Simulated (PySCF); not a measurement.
## Electron correlation in Ir³⁺ (iridium, charge +3)

[Xe] 4f14 5d6, high-spin 5D determinant. All numbers are calculated (PySCF 2.14, scalar relativity through the core potential, in def2-QZVPPD with the def2 core potential (60 electrons) (7s5p4d4f2g, 88 functions)). Frozen: nothing; 14 electrons correlated.

MP2 pair energies summed by pair of shells (mhartree):

```tsv
pair	energy	share (%)
5p-5d	-154.31	41.8
5d-5d	-100.12	27.1
5p-5p	-63.44	17.2
5s-5p	-27.09	7.3
5s-5d	-20.30	5.5
5s-5s	-4.28	1.2
```

Total MP2 correlation energy: -369.53 mhartree.

Same-spin part -118.15 and opposite-spin part -251.38 mhartree; SCS-MP2 scales them by 1/3 and 6/5 to -341.04 mhartree.

The basis has no tight functions for the innermost shells, so their pair energies are far from complete.

This basis was not built for core-valence correlation, so the inner-shell part is incomplete.
